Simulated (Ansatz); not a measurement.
The pair A = CH4O (SMILES CO) (first 6 atoms), B = CH3I (SMILES CI); geometry from B3LYP-D3(BJ)/def2-TZVP.
(charge 0, multiplicity 1):
```xyz
11

C      0.66408     0.27617     0.22818
O     -0.66549     0.28880     0.73000
H      1.40429     0.40828     1.02489
H      0.74869     1.10873    -0.46897
H      0.88957    -0.65115    -0.30866
H     -0.74765    -0.41744     1.38284
C     -0.25519     1.55913     3.80461
I      0.04370    -0.54752     4.18220
H     -0.52433     1.64367     2.75749
H     -1.05234     1.88893     4.46036
H      0.67962     2.05859     4.03062
```

Frozen-core correlation. Filled d and f shells under p-block atoms count as core. MP2 and its Hartree–Fock in def2-QZVPPD, def2-TZVPPD are density fitted.

The values were computed with Ansatz (Gaussian basis) for Hartree–Fock, density functionals and correlated methods. Values without a source in brackets are computed. In def2 rows elements past Kr take small-core potentials, without spin–orbit coupling.

The counterpoise-corrected interaction energy is E(AB) − E(A in the pair's basis) − E(B in the pair's basis). Total energies (hartree):

| level | AB | A in the pair's basis | B in the pair's basis |
|---|---|---|---|
| HF/def2-TZVPPD | -451.3865119 | -115.0955795 | -336.2900414 |
| MP2/def2-TZVPPD | -452.1468534 | -115.5257415 | -336.6155547 |
| HF/def2-QZVPPD | -451.3945970 | -115.1006530 | -336.2930624 |
| MP2/def2-QZVPPD | -452.2133529 | -115.5602074 | -336.6471143 |
| MP2/def2-SVPD | -451.8272565 | -115.3223221 | -336.5001260 |
| CCSD(T)/def2-SVPD | -451.8973550 | -115.3556952 | -336.5370216 |

Q: Work out the counterpoise-corrected interaction energy at the basis-set limit: extrapolate the MP2 correlation part as X⁻³, take Hartree–Fock from the larger set, and add the CCSD(T) − MP2 difference of def2-SVPD.

A: 
1. Differences (1 hartree = 627.509 kcal/mol): HF/def2-TZVPPD -0.559; MP2/def2-TZVPPD -3.487; HF/def2-QZVPPD -0.553; MP2/def2-QZVPPD -3.785; MP2/def2-SVPD -3.017; CCSD(T)/def2-SVPD -2.911.
2. Correlation parts, MP2 less HF: -2.928 in def2-TZVPPD (X = 3), -3.231 in def2-QZVPPD (X = 4).
3. Limit (4³·(-3.231) − 3³·(-2.928))/(4³ − 3³) = -3.453; with HF/def2-QZVPPD it gives -4.006.
4. CCSD(T) less MP2 in def2-SVPD: 0.107.
Result: -3.90 kcal/mol, against -3.49 at MP2/def2-TZVPPD. It is an estimate of this method's limit, not of the exact value.

Ansatz is an electronic-structure program.
